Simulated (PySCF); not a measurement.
**Lu2O3 at several levels of theory**

Computed with PySCF 2.14.0 (density fitting, no spin-orbit coupling) at the geometry relaxed with BP86:

```xyz
5
Lu2O3 (singlet in the valence; each metal's 4f electrons, 14 of them, lie in its core potential, out of spins and levels)
Lu    0.4316    0.3153    2.0082
Lu    0.4316    0.3153   -2.0082
O     0.6989    0.5106    0.0000
O    -1.0159   -0.7422    2.4212
O    -1.0159   -0.7422   -2.4212
```

```
level                                    basis    state  HOMO (eV)  gap (eV)  charge on Lu1 (e)  population of f-type functions on Lu1 (polarisation alone where 4f lies in the core)  dipole about the centre of mass (D)  largest force component (eV/Å)
 BP86    Lu lcecp-1-SVP with ECP60, O def2-SVP  singlet      -4.58      1.52               0.66                                                                                  0.06                                12.01                            0.02
 BP86  Lu lcecp-1-TZVP with ECP60, O def2-TZVP  singlet      -4.58      1.55               1.10                                                                                  0.05                                12.54                            0.05
```

In the lcecp rows the 4f levels are missing from HOMO and gap, and the state counts the valence alone.

Charges are Mulliken's, which hang on the basis. The relaxation used the grid (50, 194), these runs (75, 302) or, all-electron (x2c bases, spin-free X2C Hamiltonian), (99, 590).

**Question.** Order these levels, in the first row's basis, by the HOMO–LUMO gap they give here, smallest first.
A. r2SCAN
B. wB97X
C. TPSSh
D. TPSS

**Answer.** D (1.57 eV), A (1.89 eV), C (2.29 eV), B (7.19 eV).

**Question.** And their other results?

**Answer.** 
```
 level    state  HOMO (eV)  gap (eV)  charge on Lu1 (e)  population of f-type functions on Lu1 (polarisation alone where 4f lies in the core)  dipole about the centre of mass (D)  largest force component (eV/Å)
 wB97X  singlet      -7.96      7.19               0.81                                                                                  0.07                                14.54                            0.95
r2SCAN  singlet      -4.57      1.89               0.79                                                                                  0.06                                13.02                            0.33
  TPSS  singlet      -4.42      1.57               0.74                                                                                  0.06                                12.47                            0.07
 TPSSh  singlet      -4.92      2.29               0.79                                                                                  0.06                                13.08                            0.25
```

In the first row's basis the gap widens with exact exchange: 1.5 to 1.9 eV for BP86, TPSS, r2SCAN (none); 2.3 eV for TPSSh (a fixed share); 7.2 eV for wB97X (rising or full at long range).

No frequency check is given that shows the relaxed geometry to be a minimum, and it was reached by following one of several unstable modes of a saddle point. An lcecp potential fixes the number of 4f electrons, so in runs with it no electron can move into or out of that shell.
